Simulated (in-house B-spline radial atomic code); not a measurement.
Re²⁺. Computed with a B-spline radial atomic code. Model: non-relativistic spherical atom: semilocal Troullier-Martins pseudo-atom, one channel per l, against all electrons, high spin, G0W0 and RPA with empty states to l = 8, local potential for every l without a channel, a model core (radius 0 = none) keeps its share of the functional.

The core holds an angular momentum without a channel of its own, so the local potential lets valence electrons into it.

Without relativity these are model numbers for so heavy an element.

What the tables leave out is listed at the end.

The pseudopotential gives back the lowest level of each angular momentum of its own functional in the configuration it was made in; a second state of the same l is only approximately right. Exact exchange, RPA and GW see the smooth pseudo-orbitals and miss the exchange with the core, for which the functional's share stands in. The column with an uncorrelated core keeps all orbitals and exact exchange, and so separates missing core correlation from pseudisation. Only the three outermost levels and the lowest empty one were computed. RPA here is direct RPA, with no exchange kernel, and its energies carry an (l + 1/2)⁻⁴ tail. A hybrid on a potential with a model core restores only its own semilocal share of the core's exchange.

Command:
```bash
python run_psgw.py task.json out
```
Settings (lengths in bohr, energies in hartree):
```
Z                      75
electrons              73
configuration          [Xe] 4f14 5d5
generated_in           [Xe] 4f14 5d5
functional             lda,vwn
core_shells            11
radius_factor          1
core_correction        False
```

Cost of the run: 57 s on 1 thread of Arm Neoverse N1 (shared host).

Given: made with LDA VWN5; model core radius 0 bohr; local radius 1.32 bohr; mean-field start PBE0.

Valence shells of the generating configuration: 5p, 5d.

Channel: s 2.627, p 1.089, d 1.387 (radii in bohr).

Computed: largest level miss in the spin-unpolarised generating configuration 0 eV; valence RPA correlation energy all-electron orbitals -0.47332 hartree; valence RPA correlation energy pseudo -0.68888 hartree; all-electron RPA polarisability, core included 8.0611 bohr³.

```
  level  occupied  mean-field all-electron (eV)  mean-field pseudo minus all (eV)  G0W0 all-electron (eV)  G0W0 uncorrelated core minus all (eV)  G0W0 pseudo minus all (eV)  exchange self-energy all-electron (eV)  exchange self-energy pseudo (eV)
  5d up         1                       -25.016                             -0.09                 -29.444                                  0.106                       0.427                                 -29.351                           -23.759
5p down         1                       -60.018                             0.894                 -64.945                                  -0.14                       2.201                                 -38.271                           -23.961
```

Q: What is the pseudo-atom RPA polarisability?

A: 8.1499 bohr³.

Given: mean-field start Hartree-Fock.

Computed: valence RPA correlation energy all-electron orbitals -0.40879 hartree; valence RPA correlation energy pseudo -0.60611 hartree; all-electron RPA polarisability, core included 6.0862 bohr³.

```json
{"level": "5d up", "occupied": "1", "mean-field all-electron (eV)": "-29.302", "mean-field pseudo minus all (eV)": "0.289", "G0W0 all-electron (eV)": "-29.67", "G0W0 uncorrelated core minus all (eV)": "0.12", "G0W0 pseudo minus all (eV)": "0.17", "exchange self-energy all-electron (eV)": "-29.541", "exchange self-energy pseudo (eV)": "-23.852"}
{"level": "5p down", "occupied": "1", "mean-field all-electron (eV)": "-65.206", "mean-field pseudo minus all (eV)": "2.924", "G0W0 all-electron (eV)": "-65.299", "G0W0 uncorrelated core minus all (eV)": "-0.056", "G0W0 pseudo minus all (eV)": "1.917", "exchange self-energy all-electron (eV)": "-37.821", "exchange self-energy pseudo (eV)": "-23.837"}
{"level": "6s up (empty)", "occupied": "0", "mean-field all-electron (eV)": "-13.488", "mean-field pseudo minus all (eV)": "-2.203", "G0W0 all-electron (eV)": "-14.574", "G0W0 uncorrelated core minus all (eV)": "0.081", "G0W0 pseudo minus all (eV)": "-1.622", "exchange self-energy all-electron (eV)": "-3.5534", "exchange self-energy pseudo (eV)": "-5.8226"}
```

Q: What is the pseudo-atom RPA polarisability?

A: 6.413 bohr³.

Among the listed levels the largest G0W0 shift of the pseudo-atom is +2.20 eV, for 5p down on the PBE0 start, while leaving the core uncorrelated moves that level by -0.14 eV. So pseudisation and the lost core exchange, not the missing core correlation, make the error. Not in the tables (levels of low weight, unsolved or above zero; the highest and the empty levels are kept at any weight): on LDA, a start not tabulated, the G0W0 levels 5d up (pseudo minus all +0.12 eV, weights 0.42 and 0.19), 5p down (pseudo minus all +2.71 eV, weights 0.49 and 0.84), 5p up (pseudo minus all +2.93 eV, weights 0.07 and 0.06), 5d down (pseudo minus all +0.14 eV, weights 0.60 and 0.54); on PBE0 the G0W0 levels 5p up (pseudo minus all +2.94 eV, weights 0.42 and 0.06); on Hartree-Fock the G0W0 levels 5p up (pseudo minus all +3.88 eV, weights 0.23 and 0.58).
